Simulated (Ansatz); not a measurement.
Reaction (formal exchange of groups at the Si–Br bond): `O[SiH2][SiH2]Br` + GeH₄ → `O[SiH2][SiH2][GeH3]` + HBr

Computed with Ansatz on PBE0-D4/def2-TZVP structures; ΔE is electronic, products minus reactants. CBS: MP2 limit from def2 TZ/QZ plus the TZ coupled-cluster correction, frozen cores. DFT in def2-TZVPP. B3LYP here is the variant with VWN-RPA as its local correlation; programs differ in this. For Br, Ge outer-core shells are correlated without core-valence functions, which leaves a few kJ/mol of doubt a bond. Scalar relativity is left out up to krypton. One conformer a species, not always the lowest.

`O[SiH2][SiH2]Br`:

Z-matrix (Å, degrees):
```
Si
Si 1 2.348
O 1 1.648 2 108.4
H 1 1.483 2 112.3 3 -117.9
H 1 1.490 2 107.8 3 121.9
Br 2 2.247 1 103.2 3 -40.9
H 2 1.485 1 114.8 3 74.8
H 2 1.485 1 114.8 3 -157.5
H 3 0.961 1 116.1 2 41.9
```

GeH₄:

Cartesian coordinates in Å:
```
Ge 0.000 0.000 0.000
H 0.615 0.851 1.119
H 0.842 -1.266 -0.201
H -0.025 0.810 -1.303
H -1.432 -0.394 0.385
```

`O[SiH2][SiH2][GeH3]`:

Cartesian coordinates in Å:
```
O -1.364 1.668 -0.661
Si -0.701 0.434 -1.542
Si 1.111 -0.339 -0.287
Ge 0.425 -0.720 1.960
H -2.123 2.122 -1.029
H -0.287 0.902 -2.897
H -1.683 -0.670 -1.747
H 2.228 0.644 -0.310
H 1.600 -1.614 -0.884
H -0.791 -1.662 1.987
H 0.032 0.604 2.632
H 1.554 -1.369 2.780
```

HBr:

Cartesian coordinates in Å:
```
Br 0.157 0.658 -0.217
H -0.157 -0.658 0.217
```

CCSD(T)/CBS gives +0.74 eV.

Another level gave +0.68 eV. Which?
A. HF/def2-TZVPP
B. PBE0-D4/def2-TZVPP
C. ωB97M-V/def2-TZVPP
D. B3LYP-D4/def2-TZVPP

B. PBE0-D4 0.68, HF/def2-TZVPP 0.89, B3LYP-D4 0.72, ωB97M-V 0.77 eV.

Largest T1 diagnostic among the species: 0.012.

In def2-TZVPP, CCSD(T) changes the Hartree–Fock value by −0.21 eV (the triples alone add −0.01 eV) and MP2 by −0.14 eV. From PBE to PBE0 (25 % exact exchange), in def2-TZVPP and without D4, ΔE moves by +0.04 eV.
